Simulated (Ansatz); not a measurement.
Relaxation of C2H5BSi (9 atoms, charge 0, multiplicity 1), to a largest force component of 0.015 eV/Å in at most 40 steps.

All numbers below come from RKS PBE/def2-SVP (Ansatz 0.2.0).

```xyz
9
Properties=species:S:1:pos:R:3
B -0.164 2.130 -1.361
C 0.325 1.042 -0.700
C 0.768 -0.020 -0.051
Si -0.349 -1.264 0.841
H -0.558 3.049 -1.920
H 1.841 -0.205 -0.012
H -1.036 -0.557 1.926
H 0.470 -2.349 1.385
H -1.326 -1.799 -0.108
```

Q: Where does it end, and by what steps?

A: The run converged. After 23 steps the energy has fallen by 0.122 eV; H7 moved furthest, 0.89 Å.

| step | energy less start (eV) | largest force component (eV/Å) | accepted |
| --- | --- | --- | --- |
| 0 | 0.0000 | 1.045 | yes |
| 1 | -0.0924 | 0.271 | yes |
| 2 | -0.0956 | 0.246 | yes |
| 3 | -0.1009 | 0.043 | yes |
| 4 | -0.1014 | 0.016 | yes |
| 5 | -0.1017 | 0.035 | yes |
| 6 | -0.1021 | 0.102 | yes |
| 7 | -0.1027 | 0.123 | yes |
| 8 | -0.1026 | 0.391 | no |
| 9 | -0.0813 | 0.550 | no |
| 10 | -0.1045 | 0.044 | yes |
| 11 | -0.1072 | 0.044 | yes |
| 12 | -0.1083 | 0.182 | yes |
| 13 | -0.1103 | 0.229 | yes |
| 14 | -0.1135 | 0.165 | yes |
| 15 | -0.1165 | 0.143 | yes |
| 16 | -0.1042 | 0.433 | no |
| 17 | -0.1188 | 0.017 | yes |
| 18 | -0.1203 | 0.055 | yes |
| 19 | -0.1208 | 0.065 | yes |
| 20 | -0.1213 | 0.051 | yes |
| 21 | -0.1217 | 0.027 | yes |
| 22 | -0.1218 | 0.022 | yes |
| 23 | -0.1219 | 0.009 | yes |

```xyz
9
Properties=species:S:1:pos:R:3
B -0.117 1.975 -1.629
C 0.329 1.070 -0.689
C 0.728 0.173 0.219
Si -0.355 -1.260 0.837
H -0.497 2.759 -2.442
H 1.750 0.249 0.656
H -0.514 -1.150 2.332
H 0.341 -2.566 0.550
H -1.695 -1.224 0.165
```

Whether the end is a true minimum wasn't checked by a vibrational analysis.

Time of the run: 55 s on 1 thread of Arm Neoverse V2, with other jobs on the host, peak memory 0.12 GiB.
